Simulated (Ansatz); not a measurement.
Stepwise reaction of `N[SiH2][Si](N)(F)F` with hydrogen, as a gas-phase model of exchange steps in deposition or etching. ΔE in kJ/mol.

Isolated molecules relaxed with PBE0-D4/def2-TZVP in Ansatz; ΔE leaves out vibrations. CCSD(T)/CBS is the MP2 limit (def2-TZVPP, def2-QZVPP) plus CCSD(T) − MP2 in def2-TZVPP, frozen cores. This one scheme is used for every species. Functionals use def2-TZVPP. B3LYP here is the variant with VWN-RPA as its local correlation; programs differ in this. One conformer a species, not always the lowest.

```json
{"step": "1", "reaction": "`N[SiH2][Si](N)(F)F` + H₂ → `N[Si](F)(F)[SiH3]` + NH₃", "PBE-D4": "16.1", "B3LYP-D4": "20.0", "ωB97M-V": "19.4", "CCSD(T)/CBS": "18.5"}
```

Problem. Give the row of step 2, `N[Si](F)(F)[SiH3]` + H₂ → `F[SiH](F)[SiH3]` + NH₃. (An estimate is asked.)

Solution. The calculation gave: 
```json
{"step": "2", "reaction": "`N[Si](F)(F)[SiH3]` + H₂ → `F[SiH](F)[SiH3]` + NH₃", "PBE-D4": "55.4", "B3LYP-D4": "58.4", "ωB97M-V": "59.7", "CCSD(T)/CBS": "57.7"}
```

Problem. By hand: ΔE of the 2 steps together at CCSD(T)/CBS.

Solution. (18.5) + (57.7) = 76.2 kJ/mol, or 38.1 kJ/mol a step.

In ΔE each step is higher than the one before. All are uphill at CCSD(T)/CBS. PBE-D4 differs from CCSD(T)/CBS by -2.4 to -2.3 kJ/mol a step. Isolated molecules leave out the surface, adducts and barriers. Largest T1 diagnostic: 0.013.
